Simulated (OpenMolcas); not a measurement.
Pr3+.

| Property | Result |
| --- | --- |
| Program | OpenMolcas |
| Method | CASSCF |
| Basis | ANO-RCC-VTZP [8s7p5d3f2g1h] |
| Scalar Hamiltonian | DKH2, point nucleus |
| Active space | 2 electrons in 14 orbitals (4f 5f) |
| State averaging | 2S+1 = 3 even, 21 roots; 2S+1 = 1 even, 27 roots |
| Spin-orbit coupling | state interaction with AMFI integrals over the reference wave functions, term energies averaged over their components |

Levels without dynamic correlation, in cm-1 above 4f2 3H4:

```
  Level      E
4f2 1D2  22976
4f2 3F2   6705
4f2 1I6  27434
4f2 3P0  28959
```

On this reference, SS-CASPT2, IPEA 0.25 Eh, imaginary shift 0.1 Eh (closed shells correlated: 5s 5p) puts 4f2 1D2 at 19300 cm-1.

Estimate the other levels at that method by one scale factor, and say how well it serves.

The factor is 19300 / 22976 = 0.840. Scaled values beside those that SS-CASPT2 gives and measured ones (Martin, Zalubas and Hagan, Atomic Energy Levels: The Rare-Earth Elements, NSRDS-NBS 60 (1978)):
```
  Level  Scaled  SS-CASPT2  Miss (%)  Measured
4f2 3F2    5632       5420      +3.9      4997
4f2 1I6   23045      25450      -9.5     22212
4f2 3P0   24326      24480      -0.6     21390
```
For these levels the scaled values miss SS-CASPT2 by up to 9.5 %, as correlation changes each term by its own factor, spin-orbit parts do not scale and CASPT2 has its own spread within terms. This holds within one configuration; levels of others move differently, and the target method has errors of its own against measurement.

Term energies are means over components that CASPT2 splits; among the terms shown or strongly mixed into the levels shown the widest spread is 860 cm-1 (4f2 1I, SS-CASPT2). Active for correlation alone: 5f; no level in the range computed is led by a configuration that fills it, so any true level of that kind is missing. Without dynamic correlation excited terms often stand tens of per cent too high (terms of higher spin than the ground term too low), and those without a measured partner can miss by more than the paired ones (holds for CASSCF). The CASPT2 spread within a term exceeds the gap to the next term for 4f2 3P and 4f2 1I, so the order of their levels is uncertain (holds for SS-CASPT2). Computed and measured levels are paired by configuration, term and J; levels that our copy of the source lacks, or whose pairing is in doubt (as where it misses far off the trend of its configuration), stay unpaired and out of the deviations. Levels of configurations outside the active space are missing.
